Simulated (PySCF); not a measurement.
# Computed properties of methylammonium (CH6N), SMILES [NH3+]C, charge +1

CH6N, SMILES [NH3+]C, charge +1. Geometry optimised at PBE0-D3(BJ)/def2-TZVP. Other conformers were not sampled. All values are computed for the isolated molecule unless a solvent is named; none is compared with measurement here.

**Structure.** The optimised structure has C3v symmetry. All 18 harmonic modes at PBE0-D3(BJ)/def2-TZVP (PySCF) are real, so it is a minimum.

**Vibrations.** The strongest infrared lines (harmonic, unscaled, degenerate partners summed) lie at 3502 cm⁻¹ (249 km/mol, H 92 %, N 8 %), 1531 cm⁻¹ (113 km/mol, H 85 %, N 15 %), 1669 cm⁻¹ (86 km/mol, H 97 %). The softest mode is at 301 cm⁻¹ and the zero-point energy is 49.9 kcal/mol.

**Electronic structure.** PBE0/def2-TZVPD (PySCF) places the frontier levels at -17.36 and -5.49 eV, a gap of 11.87 eV and a mean polarisability of 20.0 bohr³.

**Excitations.** TDA-CAM-B3LYP/def2-TZVPD (PySCF) has S1 at 10.56 eV (117 nm, f = 0.013, weak); the most intense of the 10 singlets computed lies at 12.90 eV (f = 0.21). Strengths of degenerate partners are summed. T1 (TDA) is at 10.25 eV, 0.31 eV under S1. No vertical singlet excitation falls in the visible range (under 3.1 eV).

**NMR.** GIAO shifts at PBE0/pcSseg-2 (PySCF) (non-relativistic, atoms alike by connectivity averaged): ¹³C at 33.4 ppm against TMS; ¹H from 3.4 to 4.7 ppm against TMS.
